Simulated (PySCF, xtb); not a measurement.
C3, SMILES [C]=C=[C] (connectivity only; charge and spin as stated), neutral, multiplicity 1.

GFN2-xTB in xtb 6.7.1 at its own geometry gives an orbital gap of 1.31 eV and a dipole moment of 0.07 D.

The structure is a stationary point at PBE-D3(BJ)/def2-TZVP. The isomer is the one that the SMILES or the coordinates give; other isomers of the formula were not compared.

**Question.** What does M06-2X/def2-TZVPD in PySCF give? (An estimate is asked for; the answer gives what the named calculation found.)

**Answer.** gap 7.36 eV (levels -10.92 and -3.55 eV), dipole 0.00 D.
